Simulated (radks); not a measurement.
Excited configurations of I I: one electron is placed in a higher orbital outside [Kr] 4d10 5s2 5p4. The ground configuration is [Kr] 4d10 5s2 5p5. Calculated with a radial shooting solver on a logarithmic mesh with Libxc functionals: Dirac Kohn-Sham, PBE, spin-unpolarised, spherical densities, point nucleus; open shells fill j = l - 1/2 first. Excitation = E - E(ground); binding = E(ion) - E, where the ion is the core of charge +1; n* = 1/sqrt(2 binding) in atomic units, and the quantum defect is n - n*.

| outer orbital | excitation (eV) | binding (eV) | quantum defect | eigenvalue (eV) | <r> (bohr) |
|---|---|---|---|---|---|
| 4f5/2 | 9.817 | 0.914 | 0.141 | -0.433 | 17.22 |
| 5d3/2 | 8.655 | 2.076 | 2.440 | -0.613 | 7.211 |
| 5f5/2 | 10.097 | 0.634 | 0.367 | -0.366 | 29.05 |
| 6s1/2 | 7.159 | 3.572 | 4.048 | -1.956 | 6.126 |
| 6p1/2 | 8.330 | 2.400 | 3.619 | -1.263 | 8.111 |
| 6d3/2 | 9.473 | 1.258 | 2.711 | -0.670 | 14.49 |
| 6f5/2 | 10.271 | 0.459 | 0.557 | -0.287 | 43.48 |
| 7p1/2 | 9.428 | 1.303 | 3.768 | -0.772 | 16.03 |
| 7d3/2 | 9.937 | 0.794 | 2.861 | -0.481 | 25.21 |
| 7f5/2 | 10.384 | 0.347 | 0.739 | -0.228 | 60.96 |

The Delta-SCF ionisation energy is 10.731 eV (NIST Atomic Spectra Database: 10.451 eV, measured). Self-interaction in the functional shifts the binding energies and quantum defects, so they are the method's values and not measured ones. Spin polarisation and multiplet splitting are left out, so open shells lie too high by an amount that depends on their filling.

Beside tabulated values, note that spin-unpolarised runs miss the spin-polarisation part of the exchange energy of open shells.
